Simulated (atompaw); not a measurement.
## Reading a pseudo-wave (W (Z = 74))

Columns: radius, all-electron u(r) and pseudo u(r) of the 4f shell (level -40.69 eV) of tungsten in the configuration [Xe] 4f14 5d4 6s1 6p0; PBE, scalar-relativistic, PAW (atompaw) scheme, atompaw 4.2.0.5.

```json
{"r (bohr)": "0.115", "all-electron": "0.2400", "pseudo": "0.0324"}
{"r (bohr)": "0.231", "all-electron": "0.8714", "pseudo": "0.3611"}
{"r (bohr)": "0.346", "all-electron": "1.2410", "pseudo": "0.9640"}
{"r (bohr)": "0.462", "all-electron": "1.2965", "pseudo": "1.2749"}
{"r (bohr)": "0.577", "all-electron": "1.1868", "pseudo": "1.1871"}
{"r (bohr)": "0.692", "all-electron": "1.0225", "pseudo": "1.0225"}
{"r (bohr)": "0.808", "all-electron": "0.8535", "pseudo": "0.8535"}
{"r (bohr)": "0.923", "all-electron": "0.7023", "pseudo": "0.7023"}
{"r (bohr)": "1.038", "all-electron": "0.5729", "pseudo": "0.5729"}
{"r (bohr)": "1.154", "all-electron": "0.4643", "pseudo": "0.4643"}
{"r (bohr)": "1.269", "all-electron": "0.3758", "pseudo": "0.3758"}
{"r (bohr)": "1.385", "all-electron": "0.3034", "pseudo": "0.3034"}
{"r (bohr)": "1.500", "all-electron": "0.2452", "pseudo": "0.2452"}
{"r (bohr)": "1.615", "all-electron": "0.1983", "pseudo": "0.1983"}
{"r (bohr)": "1.731", "all-electron": "0.1602", "pseudo": "0.1602"}
{"r (bohr)": "1.846", "all-electron": "0.1298", "pseudo": "0.1298"}
{"r (bohr)": "1.962", "all-electron": "0.1051", "pseudo": "0.1051"}
{"r (bohr)": "2.077", "all-electron": "0.0854", "pseudo": "0.0854"}
{"r (bohr)": "2.192", "all-electron": "0.0694", "pseudo": "0.0694"}
{"r (bohr)": "2.308", "all-electron": "0.0564", "pseudo": "0.0564"}
{"r (bohr)": "2.423", "all-electron": "0.0460", "pseudo": "0.0460"}
{"r (bohr)": "2.538", "all-electron": "0.0375", "pseudo": "0.0375"}
{"r (bohr)": "2.654", "all-electron": "0.0306", "pseudo": "0.0306"}
{"r (bohr)": "2.769", "all-electron": "0.0250", "pseudo": "0.0250"}
{"r (bohr)": "2.885", "all-electron": "0.0204", "pseudo": "0.0204"}
{"r (bohr)": "3.000", "all-electron": "0.0167", "pseudo": "0.0167"}
```

Task: How many radial nodes do the two functions have?

Result: The all-electron 4f function has n − l − 1 = 0; the pseudo-wave has 0.

Task: At about which radius was the pseudo-wave matched?

Result: 0.60 bohr, where the columns begin to agree (steps of 0.12 bohr).

Task: Is the pseudo-wave norm-conserving?

Result: No, it belongs to a PAW set: the norm inside the radius is not constrained, and the difference is carried by the augmentation charge.
